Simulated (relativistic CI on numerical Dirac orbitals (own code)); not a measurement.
Fe²⁺ in a cubic cluster: 2p photoemission with charge transfer

Computed with a charge-transfer multiplet model of a cubic metal-ligand cluster with up to 2 ligand holes, Slater and spin-orbit integrals from Dirac-Coulomb-Breit ions, Slater integrals scaled by 0.8. The ground state mixes d6 with configurations of k ligand holes L, whose averages lie at kΔ + k(k − 1)U_dd/2; a core hole lowers each added d electron by U_cd. 20 K, Lorentzian 0.6 eV and Gaussian 0.8 eV FWHM.

Atomic integrals in eV (Slater integrals scaled, ζ unscaled), ground: F2dd 8.723, F4dd 5.416, zeta_d 0.049; with the core hole: F2dd 10.208, F4dd 6.385, zeta_d 0.075, zeta_core 8.130, F2cd 5.984, G1cd 4.514, G3cd 2.566.

Cluster parameters (eV): Δ = 3.8, U_dd = 6.1, U_cd = 6.7, 10Dq(ligand) = 1.1, V(eg) = 2.25, V(t2g) = -1.18, final-state hopping factor = 0.8.

```
          Case   n_d    d6   d7L  d8L2     S
10Dq = 0.35 eV  6.27  0.74  0.25  0.01  2.00
10Dq = 1.25 eV  6.45  0.58  0.38  0.04  0.04
10Dq = 1.85 eV  6.43  0.61  0.36  0.03  0.01
```

Weights, n_d and S are thermal averages at 20 K. Binding energies count from the first peak over 30 % of the highest in each spectrum, which can be another peak from case to case. The parameters are a model scan and need not match a compound or its usual spin state. Peaks in eV (height, largest 100):
- 10Dq = 0.35 eV: 0.0 (100), 1.4 (76), 5.6 (43), 10.4 (12), 14.2 (67), 20.0 (23)
- 10Dq = 1.25 eV: 0.0 (100), 2.6 (20), 6.9 (17), 12.8 (43), 19.6 (8), 20.9 (7)
- 10Dq = 1.85 eV: 0.0 (100), 3.0 (14), 6.8 (19), 12.8 (47), 19.5 (10)

For the case 10Dq = 1.25 eV, Δ = 3.8 eV is smaller than U_dd = 6.1 eV, the charge-transfer side of the Zaanen-Sawatzky-Allen scheme. With the core hole the average of the configuration with one ligand hole lies at Δ − U_cd = -2.9 eV before mixing: the effective hopping of about 3.4 eV (from the holes of the mixed ground state) is comparable with this gap or larger, so the configurations mix strongly. The thermal average of S changes within this range, from 2.0 to 0.0; a value between half-integers is an average over states of different spin.
